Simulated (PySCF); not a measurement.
Sn(F)(OH)3 (FH3O3Sn), SMILES [OH][Sn]([OH])([OH])[F]. Atoms are numbered in the order given.

```xyz
8

O     -1.2574     0.8416    -1.2502
Sn     0.0124     0.0147    -0.0147
O      0.8843     1.3651     1.0984
O      1.3363    -1.0499    -0.9822
F     -0.9753    -1.1717     1.1482
H     -1.7361     0.1798    -1.7654
H      0.2435     1.8675     1.6175
H      1.9473    -1.4928    -0.3797
```
Charge 0, spin multiplicity 1.

The structure is a stationary point at PBE0-D3(BJ)/def2-SVP. The structure was generated by enumeration; whether it is a known compound was not checked. The def2 effective core potentials stand for the cores of Sn; spin–orbit coupling is left out. Other conformers were not sampled.

These are CAM-B3LYP/def2-TZVP in PySCF values and carry that method's errors.

Gas-phase values at a fixed geometry.

Computed frontier levels, gap, dipole moment and polarisability:
```
Quantity                                                                                                       Result
---------------------------------------------------------------------------------------------  ----------------------
highest occupied level                                                                                      -11.13 eV
lowest empty level                                                                                           -1.31 eV
orbital gap                                                                                                   9.82 eV
dipole moment                                                                                                  0.17 D
quadrupole, principal values (traceless, Buckingham form, about the centre of nuclear charge)  -11.55, 5.70, 5.85 D·Å
mean static polarisability                                                                       43.7 bohr³ (6.48 Å³)
polarisability, principal values                                                               39.3, 45.9, 45.9 bohr³
```
